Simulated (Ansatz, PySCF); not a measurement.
Energy difference 2 R1 → P1 + P2, each structure at its B3LYP-D3(BJ)/def2-TZVP stationary point, reached from a drawn start (curvature not checked).
P1, BCl3 (SMILES ClB(Cl)Cl) (charge 0, multiplicity 1, Z-matrix in Å and degrees):
```
B
Cl 1 1.7452
Cl 1 1.7452 2 120.00
Cl 1 1.7452 2 120.00 3 180.00
```
R1, BCl2 (SMILES Cl[B]Cl) (charge 0, multiplicity 2):
```
atom    x (Å)    y (Å)   z (Å)
----  -------  -------  ------
B     -0.2589  -0.4575  0.0000
Cl     1.4669  -0.5280  0.0000
Cl    -1.2081   0.9855  0.0000
```
P2, BCl (SMILES [B]Cl) (charge 0, multiplicity 1):
```tsv
atom	x (Å)	y (Å)	z (Å)
B	-0.8608	0.0000	0.0000
Cl	0.8608	0.0000	0.0000
```

P less R. No zero-point or thermal terms; singlets are restricted closed shells; open shells are unrestricted.

Correlated levels freeze the cores.

Programs: Ansatz (an electronic-structure program) with Gaussian orbitals; PySCF for the D3/D4 terms. No computed number here is a measurement.

| level | reaction energy (eV) |
|---|---|
| HF/cc-pV(D+d)Z | -0.896 |
| PBE/def2-TZVPP | -1.266 |
| BLYP-D3(BJ)/def2-TZVPP | -1.406 |
| PBE0/def2-TZVPP | -1.252 |
| CAM-B3LYP/def2-TZVPP | -1.405 |
| CAM-B3LYP-D4/def2-TZVPP | -1.422 |
| wB97X-V/def2-TZVPP | -1.609 |
| B2PLYP/def2-TZVPP | ___ |
| MP2/cc-pV(T+d)Z | ___ |

Q: What belongs in the gaps?

A: 
- B2PLYP/def2-TZVPP, reaction energy (eV): -1.481
- MP2/cc-pV(T+d)Z, reaction energy (eV): -1.589
